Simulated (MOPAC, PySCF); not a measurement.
[Cd(OH)2], neutral singlet in the gas phase. 

Cartesian coordinates (Å):
```xyz
5

Cd     0.0967    -0.0894     0.0462
O     -0.1875     0.3692     1.9314
H     -0.4095     1.3075     2.0127
O      0.5273    -0.6679    -1.7773
H     -0.2852    -0.7583    -2.2951
```
Charge 0, spin multiplicity 1.

All levels are single points at this geometry (r2SCAN-D4/def2-SVP); Pople sets use spherical d functions. Orbital energies aren't observables, and empty levels follow the basis.

B3LYP/LANL2DZ in PySCF gives HOMO (eV) = -7.49.

### Question
Estimate the HOMO (eV) from each of these levels: B3LYP-D3(BJ)/def2-TZVP in PySCF; PBE-D3(BJ)/def2-TZVP in PySCF; TPSSh-D3(BJ)/def2-TZVP in PySCF; B3LYP/6-311+G** (LANL2DZ on Cd) in PySCF; B3LYP/6-31G* (LANL2DZ on Cd) in PySCF; PBE/6-31G* (LANL2DZ on Cd) in PySCF; PM6 in MOPAC; PM7 in MOPAC.

### Answer

| level | HOMO (eV) |
|---|---|
| B3LYP-D3(BJ)/def2-TZVP in PySCF | -7.83 |
| PBE-D3(BJ)/def2-TZVP in PySCF | -6.44 |
| TPSSh-D3(BJ)/def2-TZVP in PySCF | -7.14 |
| B3LYP/6-311+G** (LANL2DZ on Cd) in PySCF | -7.85 |
| B3LYP/6-31G* (LANL2DZ on Cd) in PySCF | -7.24 |
| PBE/6-31G* (LANL2DZ on Cd) in PySCF | -5.83 |
| PM6 in MOPAC | -10.85 |
| PM7 in MOPAC | -11.45 |
